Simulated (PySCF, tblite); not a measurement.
C₆H₆NSi (charge -1).
Geometry (GFN2-xTB, Å), atoms numbered from 1 in this order:
```xyz
14
C6H6NSi angstrom
C     -2.4605   -0.9055   -0.3179
C     -2.2877    0.3045    0.2089
Si    -0.8015    0.8343    1.2035
C     -0.6674    2.6490    0.8773
N     -0.6183    3.8014    1.0076
C      0.6821    0.1723    0.3058
C      1.6982   -0.3851   -0.0336
C      2.9203   -1.0188   -0.5134
H     -3.3958   -1.2445   -0.7554
H     -1.6466   -1.6168   -0.3591
H     -3.1552    0.9647    0.2441
H      2.7079   -1.6763   -1.3619
H      3.6414   -0.2624   -0.8367
H      3.3824   -1.6174    0.2788
```

Jobs on this species (14 atoms, 64 electrons) with PySCF (density fitting) and tblite. Hardware of each: Arm Neoverse V1, one thread, on a shared host. Other jobs ran on the host; a repeat could differ by tens of per cent or more.

| level and settings | work | basis functions | SCF cycles | wall time |
| --- | --- | --- | --- | --- |
| PBE0/pcSseg-1 | shieldings, charges and field gradients | 173 | ? | ? |
| CAM-B3LYP/def2-SVPD | 8 singlets by full TDDFT, 3 Tamm–Dancoff triplets, polarisability | 212 | 14 | 41 s |
| GFN2-xTB | L-BFGS relaxation | – | – | 0.61 s |

Fill in the missing figures.

- PBE0/pcSseg-1; shieldings, charges and field gradients: 23 s, 15 SCF cycles

What do all jobs in the table cost together?

About 65 s; the longest takes about 63 % of that, and about 67 times as long as the shortest.
